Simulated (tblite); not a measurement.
C3H9BO3Si.
Z-matrix (Å and degrees, GFN2-xTB geometry), rows numbered from 1:
```
Si
O   1  1.6380
C   2  1.3723  1  121.67
C   3  1.5322  2  110.60  1   118.09
C   4  1.5254  3  109.30  2  -173.02
O   5  1.4147  4  111.51  3    51.72
B   6  1.3451  5  119.98  4   -25.56
O   7  1.3569  6  123.88  5    -2.55
H   1  1.4604  2  112.31  3    63.90
H   1  1.4575  2   96.30  3  -177.87
H   1  1.4646  2  112.04  3   -60.74
H   3  1.1063  2  108.22  1  -121.30
H   4  1.0888  3  109.81  2    64.59
H   4  1.0923  3  107.20  2   -53.92
H   5  1.0947  4  110.78  3   170.76
H   5  1.0976  4  110.41  3   -68.79
H   7  1.1663  6  118.49  5   178.29
```

Method: GFN2-xTB as coded in tblite; computed harmonic values from a numerical Hessian at the method's own geometry, unscaled. Errors from tens to a few hundred cm⁻¹ against measured bands are possible. Modes of hydrogen on boron and silicon can be 10 to 20 % off. One conformer, not necessarily the lowest.

Harmonic wavenumbers (cm⁻¹): 48.6, 88.8, 139.1, 193.6, 225.0, 340.0, 358.0, 437.7, 493.0, 559.4, 615.3, 663.1, 728.5, 759.0, 773.1, 788.1, 802.6, 822.4, 874.9, 890.7, 928.2, 1002.4, 1021.1, 1092.2, 1109.8, 1148.4, 1164.3, 1180.6, 1207.1, 1233.8, 1285.6, 1308.5, 1333.9, 1337.1, 1456.9, 1473.2, 2228.2, 2272.6, 2309.4, 2684.4, 2805.3, 2901.7, 2942.0, 2986.3, 3014.2.

A = 4079, B = 1137, C = 961.1 MHz; mass 132.041 u (most abundant isotopes); point group C1, symmetry number 1.

Question: Zero-point energy?

Answer: Half the sum of the wavenumbers: 27014 cm⁻¹ = 323.16 kJ/mol.

Question: Give the ideal-gas entropy at 500 K and 1 bar in the rigid-rotor, harmonic-oscillator model (classical rotation).

Answer: Translation 180.50, rotation 126.40, vibration 174.35: S = 481.2 J/(mol K).

Question: And Cp and H(500 K) − H(0)?

Answer: Cp = 222.76 J/(mol K), of which vibrations give 189.50 (their classical limit is 45 R = 374.2); H(500 K) − H(0) = 63.36 kJ/mol without the zero-point energy, 46.73 from vibrations.

Question: What must be added to the electronic energy to get the Gibbs energy at 500 K and 1 bar?

Answer: ZPE + [H(500 K) − H(0)] − T·S = 323.16 + 63.36 − 240.62 = 145.90 kJ/mol.

Question: Which modes carry the vibrational entropy at 500 K?

Answer: 48.6 cm⁻¹: 24.68; 88.8 cm⁻¹: 19.68; 139.1 cm⁻¹: 15.98; 193.6 cm⁻¹: 13.29; 225.0 cm⁻¹: 12.07; 340.0 cm⁻¹: 8.82 J/(mol K); the other 39 give 79.83 together.

Hindered rotation and anharmonicity are outside this model. Other conformers, if any are populated, would add a mixing term that is left out. The structure is chiral; the term R ln 2 for an equal mix with its mirror image is left out.

The run took 0.95 s on an Arm Neoverse N1 with one thread, shared host with 64 logical CPUs at a one-minute load of 61. This covers the Hessian and the dipole derivatives.
